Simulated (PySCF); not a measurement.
**La(OH)3 at several levels of theory**

Computed with PySCF 2.14.0 (density fitting, no spin-orbit coupling) at the geometry relaxed with BP86:

```xyz
7
La(OH)3 (singlet)
La    0.0000    0.0000   -0.5815
O     2.0849    0.0000    0.0249
H     2.9271    0.0000    0.5060
O    -1.0425    1.8056    0.0249
H    -1.4636    2.5350    0.5060
O    -1.0425   -1.8056    0.0249
H    -1.4636   -2.5350    0.5060
```

```tsv
level	basis	state	HOMO (eV)	gap (eV)	charge on La1 (e)	population of f-type functions on La1 (polarisation alone where 4f lies in the core)	dipole about the centre of mass (D)	largest force component (eV/Å)
BP86	La lcecp-1-SVP with ECP46, O def2-SVP, H def2-SVP	singlet	-5.79	4.06	0.97	0.11	1.76	0.01
M06-L	the same	singlet	-5.81	4.88	1.30	0.10	2.12	0.60
PBE0	the same	singlet	-7.34	6.09	1.17	0.11	2.01	0.56
PBE	the same	singlet	-5.70	3.86	0.95	0.11	1.74	0.05
revPBE	the same	singlet	-5.64	3.85	0.98	0.11	1.78	0.15
BP86	La x2c-SVPall, O x2c-SVPall, H x2c-SVPall	singlet	-5.85	4.20	0.97	0.24	1.70	0.52
```

In the lcecp rows the 4f levels are missing from HOMO and gap, and the state counts the valence alone.

Charges are Mulliken's, which hang on the basis. The relaxation used the grid (50, 194), these runs (75, 302) or, all-electron (x2c bases, spin-free X2C Hamiltonian), (99, 590).

**Question.** What does BP86 with La lcecp-1-TZVP with ECP46, O def2-TZVP, H def2-TZVP give here?

**Answer.** state singlet, HOMO (eV) -6.13, gap (eV) 4.39, charge on La1 (e) 1.52, population of f-type functions on La1 (polarisation alone where 4f lies in the core) 0.14, dipole about the centre of mass (D) 2.11, largest force component (eV/Å) 0.28. Time: 9.5 s on 2 threads of Arm Neoverse V2 (shared host), from free ions and atoms.

In the first row's basis the gap widens with exact exchange: 3.9 to 4.9 eV for revPBE, PBE, BP86, M06-L (none); 6.1 eV for PBE0 (a fixed share).
